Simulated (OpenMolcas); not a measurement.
V3+ (d2) among equal point charges was computed by CASSCF with the d shell active (OpenMolcas, ANO-RCC-VDZP on the metal). Its lowest spin-free states, and all those of the highest spin:

```json
{"2S+1": "3", "Degeneracy": "1", "E (cm-1)": "0.0"}
{"2S+1": "3", "Degeneracy": "3", "E (cm-1)": "1071"}
{"2S+1": "3", "Degeneracy": "3", "E (cm-1)": "1918"}
{"2S+1": "1", "Degeneracy": "2", "E (cm-1)": "14335"}
{"2S+1": "1", "Degeneracy": "3", "E (cm-1)": "15108"}
{"2S+1": "3", "Degeneracy": "3", "E (cm-1)": "17648"}
{"2S+1": "1", "Degeneracy": "1", "E (cm-1)": "21886"}
{"2S+1": "1", "Degeneracy": "3", "E (cm-1)": "22158"}
{"2S+1": "1", "Degeneracy": "2", "E (cm-1)": "22481"}
{"2S+1": "1", "Degeneracy": "3", "E (cm-1)": "22869"}
{"2S+1": "1", "Degeneracy": "1", "E (cm-1)": "53214"}
```

Problem. Is the site octahedral, tetrahedral or cube-like, axial, or of lower symmetry?

Solution. The states with 2S+1 = 3 have orbital degeneracies 1, 3, 3, 3. Threefold states need a cubic site. For d2 at this spin an octahedron puts the threefold T1 below the threefold T2 and a tetrahedron or cube puts the single A2 below the threefold T2, so the site is a tetrahedron or a cube, which this pattern cannot tell apart. The first gap at this spin, 1070 cm-1, is |10Dq| in ligand-field theory. The run had V3+ among 4 point charges of -0.5 e arranged as a tetrahedron (Td), 1.77 Å from the ion.

Without dynamic correlation the repulsion within the d shell is too large (B by tens of per cent), so at a given field states of lower spin stand too high. The ground term spreads over less than 5000 cm-1, several times less than with real ligands, so orbital moments are less quenched and χT lies further from the spin-only value than at real sites. This is an electrostatic model: the charges have no orbitals. No measured value stands beside these numbers.
